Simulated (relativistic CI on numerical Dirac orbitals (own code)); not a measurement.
# Hyperfine structure of Mo, mass number 97

Computed by Dirac-Coulomb-Breit CI, separate exchange-only KLI orbitals for each configuration, model QED (radiative potential, 1s self-energy scaled to tabulated hydrogen-like ionisation energies), valence Slater integrals scaled by 0.85, P86 correlation energy added to each configuration (own radial code, finite nucleus).

CI space (outside the closed core [Kr]): 4d5.5s, 4d4.5s2, 4d5.5p, 4d4.5s.5p, 4d6, 4d5.5d, 4d5.5f, 4d5.5g, 4d3.5s2.5p, 4d3.5s.5p2, 4d5.6p, 4d3.5s.6s2, 4d3.5s2.6p. Levels of other configurations are missing.

Nuclear spin I = 5/2, μ = -0.9324 μN, Q = 0.255 b (tables of Stone and Pyykkö). The electronic factors are computed for point nuclear moments, without core polarisation; leaving it out makes A of s and p electrons in near-neutral atoms 20 to 40 % too small, and it can dominate for d and f shells.

| Level | E (cm⁻¹) | A (MHz) | B (MHz) |
| --- | --- | --- | --- |
| 4d5.5s 7S_3 | 0.0 | -334.4 | -0.171 |
| 4d4.5s2 5D_1 | 14171.5 | -99.07 | 27.6 |
| 4d4.5s2 5D_2 | 14405.8 | -114.9 | 21.4 |
| 4d4.5s2 5D_3 | 14726.9 | -132 | -9.33 |
| 4d4.5s2 5D_4 | 15130.6 | -145.5 | -68.1 |
| 4d5.5s 5S_2 | 15825.4 | 338.9 | -0.216 |
| 4d5.5s 5G_2 | 18444.3 | 180.5 | 5.57 |
| 4d5.5s 5G_3 | 18481.9 | -68.11 | 9.46 |

Levels with J = 0, under 50 % of one LS term, or S terms without an open s electron are left out. Small factors come from cancelling terms and can be off by tens of per cent or more.

For a near-neutral ion this model can misplace configurations by up to about 10,000 cm⁻¹ (more where the count of f electrons changes) and terms by 10 to 25 % of their spread. Rates follow the energies as ν³ (E1, M1) or ν⁵ (E2), so they and the lifetimes can be off by large factors. The fine structure of a lone outer electron comes out too small, for d and f at times inverted, and misplaced configurations move strength between like terms. 8 of the 10 excited levels that our extract of the measured tables holds in this range could be paired (the sources list more); they are missed by 2464 cm⁻¹ on average and 5057 at most, and levels without a partner can miss by more. Some levels of the ground configuration have no partner and can miss by 10 % or more.

(1) Give the hyperfine levels of 4d5.5s 7S_3 relative to its centre of gravity.

Results:

(1) With K = F(F + 1) − I(I + 1) − J(J + 1), E = AK/2 + B[¾K(K + 1) − I(I + 1)J(J + 1)]/[2I(2I − 1)J(2J − 1)]: F = 1/2: 3343, F = 3/2: 2842, F = 5/2: 2006, F = 7/2: 835.9, F = 9/2: -668.7, F = 11/2: -2508 MHz.

LS names give the leading component of a level, which can be under half, so a name can repeat, a term be missing and a line seem to break the LS rules.
